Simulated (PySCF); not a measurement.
SiHCl3, SMILES [SiH](Cl)(Cl)Cl.

Geometry: PBE-D3(BJ)/def2-SVP. The isomer is the one that the SMILES or the coordinates give; other isomers of the formula were not compared.

Two levels are set side by side: PBE/def2-TZVPD (PySCF) and ωB97X/def2-TZVPD (PySCF). Same geometry, gas phase. Differences are taken from unrounded values.

```tsv
quantity	ωB97X	PBE	PBE minus ωB97X
orbital gap (eV)	13.15	6.39	-6.76
highest occupied level (eV)	-11.86	-8.03	3.83
lowest empty level (eV)	1.29	-1.64	-2.93
dipole moment (D)	0.95	0.83	-0.11
mean polarisability (bohr³)	66.2	69.8	3.7
```

PBE's occupied levels lie high since its potential decays too fast outside the molecule; exact exchange lowers them and widens the gap. PBE's more diffuse valence density responds more strongly to a field. Differences between two approximate levels are no errors against the true value.

Rough cost on one machine, each run with all the roots and properties that it gave: ωB97X against PBE within a factor of 2.
